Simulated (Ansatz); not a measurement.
`C[CH2][SbH2]` + `N[SiH3]` → `[SiH3][NH][SbH2]` + `CC` at 700 K and 1 bar (ligand exchange at the Sb–C bond).

Gas-phase electronic energies from Ansatz, PBE0-D4/def2-TZVP geometries. CBS: MP2 limit from def2 TZ/QZ plus the TZ coupled-cluster correction, frozen cores. This one scheme is used for every species. Elements past krypton have def2 core potentials. For Sb outer-core shells are correlated without core-valence functions, which leaves a few kJ/mol of doubt a bond.

```
           species  CCSD(T)/CBS energy (Eh)  H − E (kJ/mol)  S (J/(mol·K))
    `C[CH2][SbH2]`               -320.31453           270.5          411.9
         `N[SiH3]`               -346.80422           180.7          336.3
`[SiH3][NH][SbH2]`               -587.40566           212.2          445.7
              `CC`                -79.71954           238.1          289.3
```

H − E and S are ideal-gas, rigid-rotor, harmonic terms from PBE0-D4/def2-TZVP, for one conformer and one mirror image of each species. 1 Eh = 2625.50 kJ/mol, R = 8.31446 J/(mol·K).

Task: By hand: ΔE, ΔH, ΔS and ΔG.

Result: ΔE = (-587.40566) + (-79.71954) − (-320.31453) − (-346.80422) = -0.00645 Eh = -16.9 kJ/mol. Δ(H − E) = 212.2 + 238.1 − 270.5 − 180.7 = -0.9, so ΔH = -17.8 kJ/mol. ΔS = 445.7 + 289.3 − 411.9 − 336.3 = -13.2 J/(mol·K). ΔG = -17.8 − 700 × (-13.2)/1000 = -8.6 kJ/mol.

Task: By hand: the equilibrium constant, and the temperature at which ΔG would vanish if ΔH and ΔS stayed fixed.

Result: log₁₀ K = −ΔG/(RT ln 10) = 0.6. ΔG = 0 at ΔH/ΔS = 1348 K, though so small a ΔS makes that figure unsure.

TΔS isn't small against ΔH here. A doubt of 5 kJ/mol in ΔE shifts log₁₀ K by 0.4 here. Other conformers and mirror images would add mixing entropy, several J/(mol·K) or more a flexible species. These are equilibria of isolated gas molecules and say nothing of rates. Largest T1 diagnostic: 0.013 (customary marks: 0.02 for closed shells, 0.045 for open ones).
